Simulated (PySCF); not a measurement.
# Dipole moment and polarisability of `FC(Cl)(Cl)C#C[SiH3]`

Species: C3H3Cl2FSi.
Numbering: `[F:1][C:2]([Cl:3])([Cl:4])[C:5]#[C:6][SiH3:7]` (hydrogens: H8, H9, H10 on Si7)

Cartesian coordinates in Å at the GFN2-xTB level; atoms count from 1:
```
atom  x, y, z in Å
F1     2.7481   -0.8027   -0.7997
C2     2.1601    0.0453    0.0732
Cl3    2.7169   -0.4045    1.7190
Cl4    2.7401    1.7011   -0.3085
C5     0.7234   -0.0055    0.0042
C6    -0.4796   -0.0405   -0.0486
Si7   -2.3349   -0.1100   -0.1482
H8    -2.7801    1.1867   -0.6555
H9    -2.6617   -1.2010   -1.0644
H10   -2.8233   -0.3644    1.2060
```

Level: B3LYP/def2-SVPD (PySCF), static field, nuclei fixed, core orbitals frozen in the response. The polarisability tensor in these axes (au):

```
x   125.48   6.48   7.26
y     6.48  80.91  -6.17
z     7.26  -6.17  80.59
```

Problem. What are the eigenvalues, a third of the trace, and Δα (Δα² = ½Σ(αi − αj)² over the three pairs)?

Solution. Principal values 72.78, 86.92 and 127.28 au; mean 95.66 au = 14.18 Å³ = 15.77 × 10⁻⁴⁰ C²·m²/J; Δα = 48.98 au (51 % of the mean).

Problem. What is the dipole moment, and where does it point?

Solution. (-2.58, 0.08, 0.05) D, 2.58 D in size, pointing from the negative to the positive side. Measured along this direction, the outermost atoms are F1, Cl3 and Cl4 at the negative end and H10 and H8 at the positive end.

Problem. Give the eigenvalues of the traceless quadrupole moment Θ = ½Σq(3rr − r²1), origin at the centre of nuclear charge.

Solution. -5.13, -2.61, 7.74 D·Å. The values depend on the origin, since the dipole doesn't vanish. The electronic extent ⟨r²⟩ about the same centre is 1790 bohr², a root-mean-square distance of 2.54 Å for the 78 electrons.

Problem. Orientational against electronic polarisability at 250 K (dilute gas, rigid molecules)?

Solution. In Gaussian units μ²/3kT = 64.40 Å³ against 14.18 Å³, a ratio of 4.54; the Debye molar polarisation (4π/3)N_A(α + μ²/3kT) is 198.2 cm³/mol, leaving out the vibrational part.

Problem. Find the Langevin capture rate constant for O2+ (31.990 u) meeting this molecule (155.937 u), k = 2.342 × 10⁻⁹ cm³/s × √(α in Å³ / reduced mass in u).

Solution. The reduced mass is 26.54 u, so k = 1.71 × 10⁻⁹ cm³/s. The formula leaves out the permanent dipole, which adds to the capture rate.

Problem. What would n − 1 = 2πNα be for an ideal gas of these molecules at 400 K and 1 atm, electronic part alone?

Solution. N = p/kT = 1.8347 × 10¹⁹ cm⁻³, so n − 1 = 2π × N × 14.18 × 10⁻²⁴ cm³ = 1634 × 10⁻⁶ at long wavelengths.

Isolated species at its GFN2-xTB geometry, gas phase.
